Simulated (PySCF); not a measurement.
I⁺: ionisation energy

I⁺ [Kr] 4d10 5s2 5p4 (3P) → I²⁺ [Kr] 4d10 5s2 5p3 (4S), as a difference of total energies. Computed with PySCF 2.14 in aug-cc-pVDZ-PP with ECP28MDF (5s4p3d, 32 functions), with a scalar-relativistic core potential. Correlated levels: valence: 4s2 4p6 4d10 frozen. The calculations carry no spin-orbit coupling.

| method | ionisation energy (eV) |
| --- | --- |
| UHF | 17.602 |
| PBE | 18.660 |
| PBE0 | 18.674 |
| r2SCAN | 18.686 |
| B3LYP | 18.858 |
| revPBE | 18.568 |
| TPSSh | 18.662 |
| MP2 (valence) | 17.985 |
| SCS-MP2 (valence) | 17.994 |

Problem. Estimate what LDA gives.

Solution. 18.977 eV, closest to B3LYP among the rows shown.

Problem. Estimate what M06 gives.

Solution. 18.608 eV, closest to revPBE among the rows shown.

Errors of the correlated levels include the incompleteness of this basis and the frozen core.

For comparison: 18.750 eV (measured; NIST levels, between the centres of gravity of the two terms).
